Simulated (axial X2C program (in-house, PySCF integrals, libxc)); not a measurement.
# Potential curves of ScS, 2c

Computed with an in-house relativistic program for diatomic molecules. Two-component (2c) means X2C with spin–orbit coupling and atomic mean-field two-electron Coulomb and Gaunt terms. Basis: Sc dyall-cv3z [10s11p7d5f2g], S dyall-av3z [9s8p3d2f] (cores contracted in-house); Gaussian nuclei, density fitting, unrestricted open shells. Masses: Sc 44.956 u, S 31.972 u.

State: Ω = 1/2 (⟨Sz⟩ = 0.50, ⟨Lz⟩ = 0.00 at HF). Energies in eV from the fragments at the same level (Sc + S). Fits are polynomials in 1 − R0/R over 0.85 to 1.23 times the lowest point R0.

```
 R (Å)      MP2     PW91
1.8496  -3.0810  -4.3356
1.9347  -3.9414  -5.0763
1.9984  -4.3412  -5.4081
2.0622  -4.5772  -5.5919
2.1260  -4.6819  -5.6580
2.2004  -4.6743  -5.6209
2.2748  -4.5599  -5.4919
2.3705  -4.2997  -5.2324
2.4874           -4.8281
2.6575           -4.1693
```

Correlated methods: 9 electrons correlated (number of frozen shells: Sc 3 s, 2 p; S 2 s, 1 p), 301 virtual spin orbitals or spinors in MP2.

The state is one determinant whose occupation by symmetry is held fixed; it was picked as the lowest of a PBE0 search that is not exhaustive. Dissociation energies refer to the lowest single-determinant-based atoms at the same level and basis. Density functionals use the spin component along the axis (collinear). In 2c an atomic determinant is not the ground J level, so De misses part of the atomic spin–orbit lowering. This holds for PW91. Without a current term, density functionals place determinants with orbital angular momentum somewhat too high. The outer-core s and p shells of the metal are frozen in the correlated rows, which leaves out core–valence correlation; for alkali and alkaline-earth bonds that tends to lengthen them. MP2 and coupled cluster on one determinant become unreliable at the stretched end.

Task: Fit the MP2 curve near its minimum: give the equilibrium distance, the harmonic wavenumber and the well depth.

Result: At MP2, 2c: Re = 2.158 Å, ωe ≈ 573 cm⁻¹, De = 4.69 eV to Sc + S; Be follows as 0.194 cm⁻¹.

Task: What are Re, ωe and De at the PW91 level?

Result: At PW91, 2c: Re = 2.138 Å, ωe ≈ 558 cm⁻¹, De = 5.66 eV to Sc + S; Be follows as 0.197 cm⁻¹.
